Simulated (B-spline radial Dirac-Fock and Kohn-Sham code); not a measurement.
# Auger parameter of tin: the L3 level and its strongest L3-MM line

Method: Dirac-Fock ΔSCF + Breit + QED. Computed with a B-spline atomic structure program. The modified Auger parameter α′ is the binding energy plus the kinetic energy of the Auger electron; it does not depend on the energy zero. For free ions it tends to fall with charge, since less charge screens the final holes.

```tsv
species	configuration	binding 2p3/2 (eV)	Auger line	kinetic (eV)	α′ (eV)
Sn	[Kr] 4d10 5s2 5p2	3937.9	M4M5 J=4	2894.8	6832.7
Sn⁺	[Kr] 4d10 5s2 5p1	3946.9	M4M5 J=4	2884.2	6831.1
Sn²⁺	[Kr] 4d10 5s2	3957.2	M4M5 J=4	2872.6	6829.8
Sn²⁺ (Watson 3 Å)	[Kr] 4d10 5s2	3947.6	M4M5 J=4	2882.2	6829.8
Sn³⁺	[Kr] 4d10 5s1	3969.8	M4M5 J=4	2858.9	6828.7
Sn³⁺ (Watson 1.8 Å)	[Kr] 4d10 5s1	3945.9	M4M5 J=4	2882.8	6828.7
Sn³⁺ (Watson 3 Å)	[Kr] 4d10 5s1	3955.4	M4M5 J=4	2873.3	6828.7
Sn⁴⁺	[Kr] 4d10	3983.4	M4M5 J=4	2844.3	6827.7
Sn⁴⁺ (Watson 2.7 Å)	[Kr] 4d10	3962.1	M4M5 J=4	2865.7	6827.7
```
